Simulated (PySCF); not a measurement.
3-ethynylthiophene (C6H4S), SMILES C#Cc1ccsc1.

Coordinates come from a B3LYP-D3(BJ)/def2-SVP optimisation.

The numbers are results of PBE/def2-TZVP (PySCF), not measurements.

Symmetry labels are those of the subgroup Cs that the program uses (full group Cs).

Computed valence orbital energies around the gap with their symmetry:
| orbital | symmetry | energy (eV) |
|---|---|---|
| HOMO−7 | A' | -10.08 |
| HOMO−6 | A' | -9.96 |
| HOMO−5 | A" | -9.78 |
| HOMO−4 | A' | -8.74 |
| HOMO−3 | A" | -7.72 |
| HOMO−2 | A' | -6.80 |
| HOMO−1 | A" | -6.28 |
| HOMO | A" | -5.73 |
| LUMO | A" | -1.83 |
| LUMO+1 | A" | -0.76 |
| LUMO+2 | A' | -0.64 |
| LUMO+3 | A' | 0.17 |
